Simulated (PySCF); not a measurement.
PySCF input for Ga(Cl)(OH)2 (ClGaH2O2), SMILES [OH][Ga]([OH])[Cl], PBE0/pcSseg-1. Geometry: B3LYP-D3(BJ)/def2-SVP. Other conformers were not sampled.

```python
import numpy as np
from pyscf import gto, scf, dft
from pyscf.prop.nmr import rks as nmr

mol = gto.M(
    atom='''
    Ga   -0.00214356    0.30298163    0.00000000
    Cl   -0.04856908   -1.84007486    0.00000000
    O    -1.53838008    1.19051713    0.00000000
    H    -1.41287088    2.14955301    0.00000000
    O     1.53676574    1.19827252    0.00000000
    H     2.31791046    0.62897203    0.00000000
    ''',
    basis='pcSseg-1',
    charge=0,
    spin=0,
    max_memory=1600,
    verbose=3,
)
mf = dft.RKS(mol, xc='pbe0')
mf.grids.level = 3
mf.conv_tol = 1e-10
mf.max_cycle = 100
mf.kernel()
n = nmr.NMR(mf)
n.verbose = 2
n.max_cycle_cphf = 60
sigma = n.kernel()
print('atom   isotropic/ppm   span/ppm')
for i, s in enumerate(sigma):
    w = np.linalg.eigvalsh((s + s.T) / 2)
    print(f'{mol.atom_symbol(i):2s}{i + 1:3d} {w.mean():14.3f} {w[2] - w[0]:11.3f}')
```

It prints:

```
converged SCF energy = -2536.02472420965
atom   isotropic/ppm   span/ppm
Ga  1       1450.908     415.830
Cl  2        963.569     232.435
O   3        285.999      98.323
H   4         29.120      22.916
O   5        266.533     129.286
H   6         28.949      20.919
```

The run converged.
